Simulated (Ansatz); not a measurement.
Q: Predict a relaxed structure of HgCl₂ (the lowest singlet isomer of a short search), charge 0, singlet, at PBE0-D4/def2-TZVP (Ansatz).

A: 
Cartesian coordinates in Å:
```
Hg 0.000 0.000 -0.001
Cl -1.748 1.413 -0.208
Cl 1.748 -1.413 0.208
```
Point group D∞h (tolerance 0.1 Å). The metal has 2 neighbours: Cl 2.26 Å, Cl 2.26 Å. This is one stationary point.

In the def2 sets Hg takes a core potential; there is no spin–orbit coupling. The structure comes from a short search, and lower isomers may exist.
